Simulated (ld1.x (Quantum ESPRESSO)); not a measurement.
## selenium: PAW pseudisation with PW91, scalar-relativistic reference atom.

Input for ld1.x (Quantum ESPRESSO) 7.5:

```
&input
   title='Se', zed=34., rel=1, dft='PW91', iswitch=3,
   config='[Ar] 3d10 4s2 4p4',
   nld=2, rlderiv=2.00, eminld=-3.0, emaxld=5.0, deld=0.02
 /
 &inputp
   pseudotype=3, lpaw=.true., tm=.true., lloc=-1, rcloc=1.50,
   nlcc=.true., new_core_ps=.true., rcore=1.40,
   which_augfun='PSQ', rmatch_augfun_nc=.true.,
   file_pseudopw='Se.UPF', file_wfcaegen='ae.wfc', file_wfcncgen='nc.wfc', file_beta='beta', file_chi='chi', file_wfcusgen='us.wfc'
 /
4
4S  1  0   2.00   0.00  1.25  1.50  0.0
4S  1  0   0.00   2.55  1.25  1.50  0.0
4P  2  1   4.00   0.00  1.65  1.85  0.0
4P  2  1   0.00  -0.15  1.65  1.85  0.0
 &test
   configts(1)='4s2 4p4'
 /
```

Command:

```bash
ld1.x < Se.in > Se.out
```

Resulting log (shortened: banner, matrices, multipoles, cross overlaps and the repeated all-electron block are left out):

```
Program LD1 v.7.5
     --------------------------- All-electron run ----------------------------

     Se
     scalar relativistic calculation

     atomic number is 34.00
     dft =PW91   lsd =0 sic =0 latt =0  beta=0.20 tr2=1.0E-14
     Exchange-correlation= PW91
                           (   1   4   2   2   0   0   0)
     mesh =1211 r(mesh) =  99.34906 a.u. xmin = -7.00 dx = 0.01250
     1 Ry =  13.60569312 eV, c = 137.03599908

     n l     nl                  e(Ry)          e(Ha)          e(eV)
     1 0     1S 1( 2.00)      -919.2748      -459.6374    -12507.3708
     2 0     2S 1( 2.00)      -118.1511       -59.0755     -1607.5271
     2 1     2P 1( 6.00)      -103.9390       -51.9695     -1414.1618
     3 0     3S 1( 2.00)       -15.6925        -7.8462      -213.5069
     3 1     3P 1( 6.00)       -11.2482        -5.6241      -153.0399
     3 2     3D 1(10.00)        -3.9117        -1.9559       -53.2215
     4 0     4S 1( 2.00)        -1.2760        -0.6380       -17.3605
     4 1     4P 1( 4.00)        -0.4822        -0.2411        -6.5608

     final scf error:  4.3E-15 reached in  28 iterations

     Etot =   -4860.968249 Ry,   -2430.484124 Ha,  -66136.842273 eV

     Ekin =    4960.190524 Ry,    2480.095262 Ha,   67486.830102 eV
     Encl =  -11717.567175 Ry,   -5858.783587 Ha, -159425.623126 eV
     Eh   =    2073.074236 Ry,    1036.537118 Ha,   28205.611872 eV
     Exc  =    -176.665834 Ry,     -88.332917 Ha,   -2403.661121 eV

     normalization and overlap integrals

     s(1S/1S) =  1.000000  <r> =   0.0441  <r2> =    0.0026  r(max) =   0.0287
     s(2S/2S) =  1.000000  <r> =   0.1959  <r2> =    0.0453  r(max) =   0.1651
     s(2P/2P) =  1.000000  <r> =   0.1711  <r2> =    0.0358  r(max) =   0.1318
     s(3S/3S) =  1.000000  <r> =   0.5741  <r2> =    0.3795  r(max) =   0.5021
     s(3P/3P) =  1.000000  <r> =   0.5896  <r2> =    0.4079  r(max) =   0.5021
     s(3D/3D) =  1.000000  <r> =   0.6306  <r2> =    0.4978  r(max) =   0.4544
     s(4S/4S) =  1.000000  <r> =   1.7930  <r2> =    3.6983  r(max) =   1.5085
     s(4P/4P) =  1.000000  <r> =   2.3006  <r2> =    6.2741  r(max) =   1.7970

     ------------------------ End of All-electron run ------------------------

     --------------------- Generating PAW atomic setup --------------------

      Generating local potential from pseudized AE potential:
      Matching radius rcloc =   1.5000

      Local pseudo, rcloc= 1.490 Estimated cut-off energy=    11.04 Ry

      Computing core charge for nlcc:

       r > 1.42 : true rho core
      Core charge pseudized with two Bessel functions
      Integrated core pseudo-charge :   5.61
      Wfc-us  4S rcutus= 1.490  Estimated cut-off energy=    19.92 Ry
      Wfc-us  4S rcutus= 1.490  Estimated cut-off energy=    26.80 Ry
      Wfc-us  4P rcutus= 1.866  Estimated cut-off energy=    21.62 Ry
      Wfc-us  4P rcutus= 1.866  Estimated cut-off energy=    22.20 Ry

     Required augmentation: PSQ   radius:    1.850000

     Q pseudized with Bessel functions
     Expected ecutrho=     129.8057 due to l1=  0   l2=  1

     Estimated PAW energy = -190.115046 Ryd

     ------------------- End of pseudopotential generation -------------------

     Computing logarithmic derivative in   1.99852
     Computing logarithmic derivative in   1.99852
     Computing the partial wave expansion
     R is outside the sphere for l=    0 j= 0.00
     R is outside the sphere for l=    0 j= 0.00
     R is outside the sphere for l=    1 j= 0.00
     R is outside the sphere for l=    1 j= 0.00

     ---------------------- Testing the pseudopotential ----------------------

     Se
     scalar relativistic calculation

     atomic number is 34.00   valence charge is  6.00
     dft = SLA  PW   GGX  GGC   lsd =0 sic =0 latt =0  beta=0.20 tr2=1.0E-14
     mesh =1211 r(mesh) =  99.34906 xmin = -7.00 dx = 0.01250

     n l     nl             e AE (Ry)        e PS (Ry)    De AE-PS (Ry)
     1 0     4S   1( 2.00)       -1.27597       -1.27598        0.00001
     2 1     4P   1( 4.00)       -0.48221       -0.48221        0.00000

     eps = 7.1E-15  iter =  4

     Etot =   -4860.968249 Ry,   -2430.484124 Ha,  -66136.842273 eV
     Etotps =  -190.115074 Ry,     -95.057537 Ha,   -2586.647357 eV

     Ekin =      32.596377 Ry,      16.298189 Ha,     443.496304 eV
     Encl =     -61.410412 Ry,     -30.705206 Ha,    -835.531221 eV
     Ehrt =      15.364791 Ry,       7.682396 Ha,     209.048636 eV
     Ecxc =    -176.665831 Ry,     -88.332915 Ha,   -2403.661077 eV
     (Ecc =      -8.643056 Ry,      -4.321528 Ha,    -117.594773 eV)

     ---------------------- End of pseudopotential test ----------------------
```

Generation and configuration tests took about 1.3 s on one core of a shared server CPU.

Transferability test of the new file with ld1.x, input:

```
&input
   title='Se', zed=34., rel=1, dft='PW91', iswitch=2,
   config='[Ar] 3d10 4s2 4p4'
 /
 &test
   file_pseudo='Se.UPF', nconf=8,
   configts(1)='4s2 4p4',
   configts(2)='4s2 4p3',
   configts(3)='4s2 4p2',
   configts(4)='4s2 4p1',
   configts(5)='4s2 4p0',
   configts(6)='4s2 4p3.5',
   configts(7)='4s2 4p4.3',
   configts(8)='4s1 4p4'
 /
```

```bash
ld1.x < Se.test.in > Se.test.out
```

Pseudopotential blocks of its output, shortened (energy terms left out):

```
     ---------------------- Testing the pseudopotential ----------------------

     n l     nl             e AE (Ry)        e PS (Ry)    De AE-PS (Ry)
     1 0     4S   1( 2.00)       -1.27597       -1.27598        0.00001
     2 1     4P   1( 4.00)       -0.48221       -0.48221        0.00000

     eps = 3.1E-15  iter =  4

     Etot =   -4860.968249 Ry,   -2430.484124 Ha,  -66136.842273 eV
     Etotps =  -190.115074 Ry,     -95.057537 Ha,   -2586.647353 eV

     ---------------------- End of pseudopotential test ----------------------

          ---------------------- Testing the pseudopotential ----------------------

     n l     nl             e AE (Ry)        e PS (Ry)    De AE-PS (Ry)
     1 0     4S   1( 2.00)       -1.98061       -1.98168        0.00107
     2 1     4P   1( 3.00)       -1.13719       -1.13775        0.00056

     eps = 4.7E-15  iter =  8

     Etot =   -4860.166963 Ry,   -2430.083482 Ha,  -66125.940228 eV
     Etotps =  -189.313458 Ry,     -94.656729 Ha,   -2575.740811 eV
     dEtot_ae =       0.801286 Ry
     dEtot_ps =       0.801616 Ry,   Delta E=      -0.000330 Ry

     ---------------------- End of pseudopotential test ----------------------

          ---------------------- Testing the pseudopotential ----------------------

     n l     nl             e AE (Ry)        e PS (Ry)    De AE-PS (Ry)
     1 0     4S   1( 2.00)       -2.77415       -2.77840        0.00425
     2 1     4P   1( 2.00)       -1.87799       -1.88073        0.00274

     eps = 7.1E-15  iter =  9

     Etot =   -4858.665807 Ry,   -2429.332904 Ha,  -66105.515962 eV
     Etotps =  -187.810604 Ry,     -93.905302 Ha,   -2555.293447 eV
     dEtot_ae =       2.302441 Ry
     dEtot_ps =       2.304470 Ry,   Delta E=      -0.002028 Ry

     ---------------------- End of pseudopotential test ----------------------

          ---------------------- Testing the pseudopotential ----------------------

     n l     nl             e AE (Ry)        e PS (Ry)    De AE-PS (Ry)
     1 0     4S   1( 2.00)       -3.63497       -3.64613        0.01117  !
     2 1     4P   1( 1.00)       -2.68483       -2.69297        0.00814  !

     eps = 6.0E-15  iter =  9

     Etot =   -4856.389616 Ry,   -2428.194808 Ha,  -66074.546805 eV
     Etotps =  -185.528963 Ry,     -92.764482 Ha,   -2524.250142 eV
     dEtot_ae =       4.578632 Ry
     dEtot_ps =       4.586110 Ry,   Delta E=      -0.007478 Ry

     ---------------------- End of pseudopotential test ----------------------

          ---------------------- Testing the pseudopotential ----------------------

     n l     nl             e AE (Ry)        e PS (Ry)    De AE-PS (Ry)
     1 0     4S   1( 2.00)       -4.54758       -4.57184        0.02426  !
     2 1     4P   1( 0.00)       -3.54321       -3.56245        0.01924  !

     eps = 7.9E-15  iter = 11

     Etot =   -4853.279843 Ry,   -2426.639922 Ha,  -66032.236187 eV
     Etotps =  -182.405632 Ry,     -91.202816 Ha,   -2481.755058 eV
     dEtot_ae =       7.688406 Ry
     dEtot_ps =       7.709441 Ry,   Delta E=      -0.021036 Ry

     ---------------------- End of pseudopotential test ----------------------

          ---------------------- Testing the pseudopotential ----------------------

     n l     nl             e AE (Ry)        e PS (Ry)    De AE-PS (Ry)
     1 0     4S   1( 2.00)       -1.61529       -1.61565        0.00036
     2 1     4P   1( 3.50)       -0.79729       -0.79745        0.00016

     eps = 4.5E-15  iter =  8

     Etot =   -4860.649557 Ry,   -2430.324778 Ha,  -66132.506245 eV
     Etotps =  -189.796296 Ry,     -94.898148 Ha,   -2582.310155 eV
     dEtot_ae =       0.318692 Ry
     dEtot_ps =       0.318778 Ry,   Delta E=      -0.000086 Ry

     ---------------------- End of pseudopotential test ----------------------

          ---------------------- Testing the pseudopotential ----------------------

     n l     nl             e AE (Ry)        e PS (Ry)    De AE-PS (Ry)
     1 0     4S   1( 2.00)       -1.08739       -1.08731       -0.00008
     2 1     4P   1( 4.30)       -0.30728       -0.30726       -0.00002

     eps = 4.9E-15  iter =  7

     Etot =   -4861.086360 Ry,   -2430.543180 Ha,  -66138.449265 eV
     Etotps =  -190.233200 Ry,     -95.116600 Ha,   -2588.254536 eV
     dEtot_ae =      -0.118112 Ry
     dEtot_ps =      -0.118126 Ry,   Delta E=       0.000014 Ry

     ---------------------- End of pseudopotential test ----------------------

          ---------------------- Testing the pseudopotential ----------------------

     n l     nl             e AE (Ry)        e PS (Ry)    De AE-PS (Ry)
     1 0     4S   1( 1.00)       -2.04348       -2.04598        0.00250
     2 1     4P   1( 4.00)       -1.18743       -1.18873        0.00130

     eps = 8.3E-15  iter = 12

     Etot =   -4859.317210 Ry,   -2429.658605 Ha,  -66114.378748 eV
     Etotps =  -188.462785 Ry,     -94.231393 Ha,   -2564.166822 eV
     dEtot_ae =       1.651039 Ry
     dEtot_ps =       1.652289 Ry,   Delta E=      -0.001250 Ry

     ---------------------- End of pseudopotential test ----------------------
```
